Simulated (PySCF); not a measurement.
Here is a computed PBE0-D3(BJ)/def2-SVP geometry (Å):
```
atom  x, y, z in Å
C1    -2.269   -0.177   -0.088
Se2   -0.866    0.645    0.998
Ge3    0.973   -0.332   -0.084
N4     2.353    0.821    0.233
H5    -2.136    0.068   -1.150
H6    -2.290   -1.266    0.050
H7    -3.220    0.244    0.264
H8     1.401   -1.687    0.513
H9     0.550   -0.533   -1.564
H10    3.286    0.451    0.071
H11    2.267    1.741   -0.189
```

Neutral, closed shell.

(1) Read off the bonds between heavy atoms and their formal orders.

(2) Give the structure as a SMILES string.

(3) Name the point group.

(4) Describe the place of each heavy atom.

(5) What is the arrangement about C1?

(6) What is the arrangement about Ge3?

Results:

(1) C1–Se2 1.96 Å (single); Se2–Ge3 2.35 Å (single); Ge3–N4 1.83 Å (single). Bonds to hydrogen (Å): C1–H5 1.10; C1–H6 1.10; C1–H7 1.10; Ge3–H8 1.54; Ge3–H9 1.55; N4–H10 1.02; N4–H11 1.02.

(2) `C[Se][GeH2][NH2]`, CH7GeNSe.

(3) C1 (no symmetry element, even within 0.4 Å).

(4) C1: sp3 carbon bound to selenium; Se2: selenium bonded to C and Ge; Ge3: germanium bonded to N, Se and 2 H; N4: nitrogen bonded to Ge and 2 H.

(5) It has 4 neighbours (Se2, H5, H6, H7) and is tetrahedral (angles from 106.4° to 111.2°).

(6) It has 4 neighbours (Se2, N4, H8, H9) and is distorted tetrahedral (angles from 104.4° to 116.9°).
